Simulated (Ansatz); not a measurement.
One change: `[CH3][Al]([OH])[OH]` becomes `C#[C][Al]([OH])[OH]`.

Ansatz, PBE0-D4/def2-TZVP geometries, multiplicity 1. Each molecule was computed in one conformer, which needn't be the lowest.

```json
{"property": "HOMO energy (PBE0/def2-TZVPP) / eV", "`[CH3][Al]([OH])[OH]`": "-8.60"}
{"property": "LUMO energy (PBE0/def2-TZVPP) / eV", "`[CH3][Al]([OH])[OH]`": "-0.11"}
{"property": "HOMO energy (PBE/def2-TZVPP) / eV", "`[CH3][Al]([OH])[OH]`": "-7.16"}
{"property": "HOMO energy (B3LYP/def2-TZVPP) / eV", "`[CH3][Al]([OH])[OH]`": "-8.36"}
{"property": "HOMO energy (ωB97M-V/def2-TZVPP) / eV", "`[CH3][Al]([OH])[OH]`": "-10.90"}
{"property": "LUMO energy (ωB97M-V/def2-TZVPP) / eV", "`[CH3][Al]([OH])[OH]`": "1.37"}
```

Task: What does the change do to each property? (An estimate is asked.)

Result: The calculation gave: 
```json
{"property": "HOMO energy (PBE0/def2-TZVPP) / eV", "`C#[C][Al]([OH])[OH]`": "-8.30", "shift": "0.30"}
{"property": "LUMO energy (PBE0/def2-TZVPP) / eV", "`C#[C][Al]([OH])[OH]`": "-0.64", "shift": "-0.53"}
{"property": "HOMO energy (PBE/def2-TZVPP) / eV", "`C#[C][Al]([OH])[OH]`": "-7.06", "shift": "0.10"}
{"property": "HOMO energy (B3LYP/def2-TZVPP) / eV", "`C#[C][Al]([OH])[OH]`": "-8.04", "shift": "0.32"}
{"property": "HOMO energy (ωB97M-V/def2-TZVPP) / eV", "`C#[C][Al]([OH])[OH]`": "-10.59", "shift": "0.31"}
{"property": "LUMO energy (ωB97M-V/def2-TZVPP) / eV", "`C#[C][Al]([OH])[OH]`": "1.19", "shift": "-0.18"}
```

With PBE0 the HOMO rises by 0.30 eV and the LUMO falls by 0.53 eV, so the gap narrows by about 0.83 eV. PBE moves the HOMO by 0.10 eV and ωB97M-V by 0.31 eV.

B3LYP here is the variant with VWN-RPA as its local correlation; programs differ in this.
